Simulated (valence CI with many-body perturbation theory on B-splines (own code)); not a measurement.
## Level structure of Ru³⁰⁺

Calculated by configuration interaction combined with many-body perturbation theory (CI+MBPT): four valence electrons over a frozen Dirac-Fock core [Ne], a basis of 11 s, 11 p, 10 d, 8 f, 5 g, 2 h functions for each j, with the one-electron correlation potential Σ1, the two-electron term Σ2, the three-electron term Σ3, Breit, model QED; selected CI, second order for the rest, scaled by the run's own slope (own B-spline code, finite nucleus).

No measured spectrum was set against this ion. As an estimate, large intervals hold to a few tenths of a per cent, small ones and those within an open d or f shell to about a per cent. Among the levels kept, up to 710 cm⁻¹ of a level comes from second order outside the variational space, and about a tenth of that is noise between levels of different J, which matters for small intervals.

Levels 136 to 177 of 177, with energies above the lowest level, 3s²3p² ³P_0. "Leading %" is the weight of the configuration and term that name the level; weights of strongly mixed levels are sums over their largest components and can fall short, so below about 35 % the name and the second component can differ from the true leading terms, or belong to a minority configuration. Lifetimes count E1, E2, E3, M1 and M2 decay at the calculated energies, and are blank where another channel may lead or the interval is too uncertain; long ones can be off by a factor of two.

| No. | Configuration | Term | J | E (eV) | Leading % | g | Lifetime |
| --- | --- | --- | --- | --- | --- | --- | --- |
| 136 | 3p³3d | ³D° | 2 | 379.05 | 34 | 1.195 | 7.42 ps |
| 137 | 3s3p3d² | ⁵P° | 1 | 379.34 | 22 | 1.722 | 5.82 ps |
| 138 | 3s3p3d² | ⁵P° | 2 | 380.51 | 46 | 1.741 | 5.39 ps |
| 139 | 3s3p3d² | ³H° | 4 | 381.58 | 74 | 0.861 | 11.4 ps |
| 140 | 3s3p3d² | ⁵D° | 3 | 383.64 | 16 | 1.221 | 8.60 ps |
| 141 | 3p³3d | ³F° | 2 | 384.00 | 54 | 0.792 | 6.45 ps |
| 142 | 3s3p3d² | ⁵G° | 6 | 386.22 | 99 | 1.328 | 23.7 ps |
| 143 | 3s3p3d² | ³H° | 5 | 387.56 | 50 | 1.100 | 9.71 ps |
| 144 | 3p³3d | ¹D° | 2 | 387.60 | 18 | 1.149 | 5.89 ps |
| 145 | 3s3p3d² | ³D° | 1 | 387.97 | 46 | 0.725 | 5.46 ps |
| 146 | 3p³3d | ³F° | 3 | 389.57 | 21 | 1.116 | 6.75 ps |
| 147 | 3s3p3d² | ³F° | 4 | 390.62 | 21 | 1.185 | 6.16 ps |
| 148 | 3s3p3d² | ⁵F° | 5 | 391.28 | 68 | 1.333 | 6.66 ps |
| 149 | 3s3p3d² | ³G° | 3 | 392.36 | 43 | 0.948 | 5.42 ps |
| 150 | 3s3p3d² | ⁵F° | 4 | 392.70 | 37 | 1.284 | 6.59 ps |
| 151 | 3s3p3d² | ⁵D° | 0 | 393.05 | 57 |  | 3.86 ps |
| 152 | 3s3p3d² | ³G° | 3 | 393.31 | 33 | 0.954 | 7.08 ps |
| 153 | 3s3p3d² | ³D° | 2 | 393.47 | 19 | 1.214 | 3.83 ps |
| 154 | 3s3p3d² | ⁵D° | 3 | 394.02 | 44 | 1.309 | 4.84 ps |
| 155 | 3s3p3d² | ⁵D° | 1 | 394.12 | 71 | 1.325 | 4.00 ps |
| 156 | 3s3p3d² | ⁵D° | 2 | 394.39 | 63 | 1.368 | 3.93 ps |
| 157 | 3p³3d | ³D° | 1 | 395.28 | 36 | 0.832 | 3.75 ps |
| 158 | 3s3p3d² | ³G° | 4 | 396.89 | 43 | 1.118 | 5.96 ps |
| 159 | 3s3p3d² | ⁵D° | 0 | 397.21 | 27 |  | 3.85 ps |
| 160 | 3s3p3d² | ⁵P° | 3 | 397.39 | 37 | 1.458 | 5.36 ps |
| 161 | 3s3p3d² | ⁵D° | 4 | 397.95 | 80 | 1.440 | 4.86 ps |
| 162 | 3s3p3d² | ³P° | 0 | 398.36 | 33 |  | 4.13 ps |
| 163 | 3p³3d | ³P° | 2 | 398.46 | 30 | 1.340 | 9.30 ps |
| 164 | 3p³3d | ³P° | 1 | 399.11 | 17 | 1.237 | 4.72 ps |
| 165 | 3s3p3d² | ⁵P° | 3 | 399.98 | 20 | 1.240 | 5.69 ps |
| 166 | 3s3p3d² | ³D° | 1 | 400.91 | 45 | 0.792 | 3.69 ps |
| 167 | 3s3p3d² | ³F° | 4 | 401.41 | 26 | 1.194 | 7.66 ps |
| 168 | 3s3p3d² | ⁵S° | 2 | 403.04 | 55 | 1.788 | 3.31 ps |
| 169 | 3s3p3d² | ³F° | 4 | 403.52 | 53 | 1.273 | 8.49 ps |
| 170 | 3s3p3d² | ³F° | 2 | 403.78 | 37 | 0.965 | 3.68 ps |
| 171 | 3s3p3d² | ³D° | 3 | 404.37 | 20 | 1.168 | 5.52 ps |
| 172 | 3s3p3d² | ³D° | 2 | 404.86 | 28 | 1.238 | 3.92 ps |
| 173 | 3s3p3d² | ³S° | 1 | 404.89 | 40 | 1.799 | 3.76 ps |
| 174 | 3s3p3d² | ³P° | 0 | 405.56 | 76 |  | 4.96 ps |
| 175 | 3p³3d | ¹F° | 3 | 406.97 | 22 | 1.175 | 5.58 ps |
| 176 | 3s3p3d² | ³P° | 1 | 407.70 | 45 | 1.148 | 4.46 ps |
| 177 | 3s3p3d² | ³F° | 2 | 408.53 | 19 | 1.059 | 3.90 ps |

Names give the largest LS component (configuration and term), which can be under half, so a name can repeat, a term be missing and a line seem to break the LS rules; names also repeat where a configuration has a term twice.

Where two levels of one J and parity lie close, their mixing, g and order are uncertain.
